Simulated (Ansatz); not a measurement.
Q: Name a neutral molecule of B, C, Cl and H with LUMO energy (PBE/def2-TZVPP) between -2.60 and -2.30 eV and LUMO energy (PBE0/def2-TZVPP) between -1.60 and -1.30 eV (Ansatz, PBE0-D4/def2-TZVP geometry).

A: `BB(C)CCl` (-2.43 eV, -1.40 eV); `BCCCl` (-2.51 eV, -1.47 eV); `BCCCCl` (-2.35 eV, -1.32 eV). Other molecules can fit too; these were computed, each in one conformer that needn't be the lowest.
